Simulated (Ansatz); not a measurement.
Frontier orbitals of `O=[CH][SnH2][GeH3]`.

```
atom    x (Å)    y (Å)    z (Å)
  O1   2.1638   0.8428   1.8424
  C2   1.7241  -0.1313   1.3043
 Sn3   0.7400  -0.0446  -0.6761
 Ge4  -1.8356   0.1317  -0.3625
  H5   1.7901  -1.1252   1.8087
  H6   1.1316  -1.4768  -1.5292
  H7   1.3642   1.3094  -1.5038
  H8  -2.1847   1.4119   0.4113
  H9  -2.5446   0.1631  -1.7259
 H10  -2.3490  -1.0810   0.4308
```

Total charge 0; spin multiplicity 1. Correlated methods include outer-core shells of Ge, Sn, which these sets cover unevenly. Scalar relativity is left out up to krypton. Sn: def2 effective core potential. The geometry is a stationary point of PBE0-D4/def2-TZVP. It is one conformer, not always the lowest. Basis def2-TZVPP, Ansatz.

```csv
functional,HOMO (eV),LUMO (eV),gap (eV)
PBE,-5.50,-2.73,2.77
PBE0,-6.76,-1.59,5.17
r2SCAN0,-6.93,-1.49,5.44
ωB97X-V,-8.98,0.68,9.66
ωB97M-V,-8.89,0.52,9.41
HF,-9.79,2.01,11.80
```

From PBE to PBE0 the HOMO moves by −1.26 eV and the LUMO by +1.13 eV, and with ωB97M-V by −3.39 and +3.25 eV, so the gap grows from 2.78 to 9.41 eV with exact exchange. A positive LUMO is unbound and depends on the basis.
